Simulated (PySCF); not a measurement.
C2H3ClF2Si. Atoms are numbered in the order given.

```xyz
9

F     -2.4166    -1.0249    -0.9259
C     -2.3214     0.0574    -0.1650
C     -1.1619     0.4944     0.3243
Si     0.4687    -0.3086     0.0059
F      0.9266    -1.1623     1.3040
Cl     1.8685     1.1756    -0.2482
H     -3.2984     0.5255    -0.0010
H     -1.2075     1.3968     0.9413
H      0.4889    -1.2129    -1.1621
```

The structure is a stationary point at PBE0-D3(BJ)/def2-SVP. The structure was generated by enumeration; whether it is a known compound was not checked. The values are those of a single conformer.

The numbers are results of PBE0-D3(BJ)/def2-SVP (PySCF), not measurements.

Frequencies are harmonic and unscaled.

Problem. Give all harmonic wavenumbers and intensities. (An estimate is asked for; the answer gives what the named calculation found.)

Solution. 
```csv
mode,ν (cm⁻¹),IR (km/mol),moving atoms (share of kinetic energy)
1,18,1.6,"F 56 %, Cl 15 %, C 14 %, Si 9 %"
2,130,2.5,"F 52 %, C 17 %, Si 15 %, Cl 8 %"
3,158,1.0,"F 31 %, Cl 25 %, C 24 %, H 13 %"
4,225,13.8,"F 49 %, C 16 %, Si 14 %, Cl 12 %, H 9 %"
5,285,10.8,"F 35 %, Si 30 %, Cl 25 %"
6,427,24.9,"C 60 %, H 20 %, F 13 %"
7,545,66.7,"Si 32 %, Cl 32 %, C 23 %, F 8 %"
8,627,28.3,"C 36 %, Si 27 %, H 20 %, Cl 9 %, F 8 %"
9,768,171.4,"C 34 %, H 29 %, Si 28 %, F 8 %"
10,780,38.4,"H 73 %, C 22 %"
11,830,68.2,"H 76 %, F 12 %"
12,842,34.6,"H 69 %, C 20 %, F 9 %"
13,923,214.7,"Si 46 %, F 43 %, H 10 %"
14,982,1.2,"H 73 %, C 27 %"
15,1050,78.2,"H 64 %, F 19 %, C 16 %"
16,1259,75.1,"H 48 %, C 31 %, F 21 %"
17,1380,9.2,"H 69 %, C 30 %"
18,1725,237.3,C 93 %
19,2323,81.6,H 97 %
20,3203,8.5,H 92 %
21,3224,2.9,"H 91 %, C 9 %"
```
